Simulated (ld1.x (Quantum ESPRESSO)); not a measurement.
Results of a calculation; reference values are marked as such.
Potentials for aluminium compared

Generated with ld1.x 7.5 (TM, RRKJ, ultrasoft, PAW), atompaw 4.2 or ONCVPSP 4.0.1. The cutoff is in Ry: for ld1.x and atompaw files where the sum of valence levels is converged to 10 mRy in a Bessel basis, for ONCV files where the hardest occupied wave has 1 mHa per electron of residual kinetic energy. The error is the largest all-electron minus pseudo excitation energy over each file’s own four to seven test configurations (ionisations up to +4, promotions, holes and added fractions of an electron), all of which were solved. The labels leave out finer settings (local radius, basis sizes, second energies), which also bear on the numbers. Spin-polarised tests are not counted. The rows are a selection from randomly drawn settings: files with unsolved tests, undetermined cutoffs or missed reference levels are left out.

```tsv
potential	cutoff (Ry)	largest error (meV)	bound ghosts
ultrasoft, LDA (PZ), scalar-relativistic, rc 1.90/1.90 (sp), local smoothed, core correction no, reference 3s2 3p1	8	+79	none
TM, LDA (PZ), scalar-relativistic, rc 2.15/2.45 (sp), local p, core correction no, reference 3s2 3p1	10	+84	none
ultrasoft, LDA (PZ), non-relativistic, rc 1.70/1.85 (sp), local smoothed, core correction yes, reference 3s2 3p1	10	-16	none
TM, PBE, non-relativistic, rc 1.95/2.20 (sp), local s, core correction no, reference 3s2 3p1	10	+30	none
PAW, PBE, scalar-relativistic, rc 2.10/1.85/1.90 (spd), local smoothed, core correction yes, reference 3s2 3p0	6	-13	none
ultrasoft, PBE, non-relativistic, rc 2.40/1.80 (sp), local smoothed, core correction yes, reference 3s2 3p1	6	+9.8	none
RRKJ, PBE, scalar-relativistic, rc 2.20/1.80 (sp), local s, core correction yes, reference 3s2 3p1	10	+10	none
```

Question: Fill in the row for Al: TM, PBEsol, non-relativistic, rc 1.55/1.65/1.45 (spd), local s, core correction no, reference 3s2 3p0.

Answer: cutoff 25 Ry, largest error +16 meV, bound ghosts: none.
